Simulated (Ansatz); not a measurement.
Method: PBE0-D3(BJ)/def2-TZVP (Ansatz, a quantum-chemistry and plane-wave program). No frequencies were computed at this level.

Ansatz 0.2 input:
```yaml
crystal:
  periodic: [false, false, false]
  atoms:
    - { symbol: B, position_ang: [1.550632, -0.018157, -0.002064] }
    - { symbol: B, position_ang: [0.222066, 0.004509, -0.791215] }
    - { symbol: C, position_ang: [-1.147467, 0.013889, 0.000975] }
    - { symbol: B, position_ang: [0.223522, -0.008457, 0.790054] }
    - { symbol: H, position_ang: [2.713355, -0.032618, -0.003693] }
    - { symbol: H, position_ang: [-1.771611, 0.906839, 0.010293] }
    - { symbol: H, position_ang: [-1.790497, -0.866005, -0.00435] }
basis:
  gaussian: { orbitals: def2-tzvp }
hamiltonian:
  xc: pbe0
  dispersion: d3bj
relax:
  max_steps: 150
```

Output:

```
Functional definition: PBE0
819 factors; their error is unknown
mean field evaluation 1: about -3099.2370 eV, gradient 5.4e1 eV
mean field evaluation 2: about -3098.7706 eV, gradient 5.4e1 eV
mean field evaluation 4: about -3106.7967 eV, gradient 3.9e0 eV
mean field evaluation 8: about -3106.8452 eV, gradient 1.6e-2 eV
mean field evaluation 16: about -3106.8440 eV, gradient 2.6e-5 eV
mean field -3106.84397949 eV, -114.1744103519 hartree, gradient 2.6e-5 eV, S^2 0.000000; 0 other end points of the search recorded, 0 dependent functions left out
reference -3106.84401045 eV, -114.1744114897 hartree; 12, 12 occupied and 130, 130 virtual orbitals, 819 factors
relax step   1: F+E_penalty+E_count = -3106.93793934 eV  Δ(F+E_penalty+E_count) = +0.000e0 eV  max|allowed force component| = 6.428e-1 eV/Å  Δτ_max = 0.0000 Å  (30 SCF iters, accepted)
these checks for a lower state are left out or cut short: starts, cluster_reference, orbital_swaps, neighbouring_geometries, increment
819 factors; their error is unknown
mean field -3106.86651779 eV, -114.1752386192 hartree, gradient 1.4e-5 eV, S^2 0.000000; 0 other end points of the search recorded, 0 dependent functions left out
reference -3106.86654878 eV, -114.1752397579 hartree; 12, 12 occupied and 130, 130 virtual orbitals, 819 factors
relax step   2: F+E_penalty+E_count = -3106.96054352 eV  Δ(F+E_penalty+E_count) = -2.260e-2 eV  max|allowed force component| = 2.271e-1 eV/Å  Δτ_max = 0.0214 Å  (36 SCF iters, accepted)
these checks for a lower state are left out or cut short: starts, cluster_reference, orbital_swaps, neighbouring_geometries, increment
819 factors; their error is unknown
mean field -3106.86925630 eV, -114.1753392573 hartree, gradient 1.6e-5 eV, S^2 0.000000; 0 other end points of the search recorded, 0 dependent functions left out
reference -3106.86928729 eV, -114.1753403962 hartree; 12, 12 occupied and 130, 130 virtual orbitals, 819 factors
relax step   3: F+E_penalty+E_count = -3106.96327884 eV  Δ(F+E_penalty+E_count) = -2.735e-3 eV  max|allowed force component| = 1.985e-2 eV/Å  Δτ_max = 0.0086 Å  (37 SCF iters, accepted)
these checks for a lower state are left out or cut short: starts, cluster_reference, orbital_swaps, neighbouring_geometries, increment
819 factors; their error is unknown
mean field evaluation 32: about -3106.8698 eV, gradient 3.2e-1 eV
mean field -3106.86925980 eV, -114.1753393861 hartree, gradient 1.2e-5 eV, S^2 0.000000; 0 other end points of the search recorded, 0 dependent functions left out
reference -3106.86929079 eV, -114.1753405250 hartree; 12, 12 occupied and 130, 130 virtual orbitals, 819 factors
relax step   4: F+E_penalty+E_count = -3106.96329158 eV  Δ(F+E_penalty+E_count) = -1.273e-5 eV  max|allowed force component| = 8.050e-3 eV/Å  Δτ_max = 0.0007 Å  (39 SCF iters, accepted)
819 factors; their error is unknown
mean field -3106.86925980 eV, -114.1753393861 hartree, gradient 1.4e-5 eV, S^2 0.000000; 1 other end points of the search recorded, 0 dependent functions left out
reference -3106.86929079 eV, -114.1753405250 hartree; 12, 12 occupied and 130, 130 virtual orbitals, 819 factors
Total energy: -3106.96332257 eV, -114.1787961289 hartree
Atom 0 at     1.544383    -0.018004    -0.002142 Å, force     0.005129    -0.000221    -0.000288 eV/Å
Atom 1 at     0.199828     0.004235    -0.794754 Å, force     0.001403     0.000116     0.001981 eV/Å
Atom 2 at    -1.152549     0.013481     0.001687 Å, force    -0.008050    -0.000440    -0.000820 eV/Å
Atom 3 at     0.201952    -0.008863     0.794288 Å, force     0.000537     0.000163    -0.001860 eV/Å
Atom 4 at     2.725173    -0.031889    -0.003896 Å, force     0.000111     0.000088     0.000113 eV/Å
Atom 5 at    -1.748858     0.927245     0.009868 Å, force     0.000495    -0.000980     0.000430 eV/Å
Atom 6 at    -1.769930    -0.886205    -0.005051 Å, force     0.000375     0.001273     0.000445 eV/Å
Dipole moment:    -0.376262     0.004362     0.000477 e Å
```

Cost: about 21 core-seconds (a rough figure).
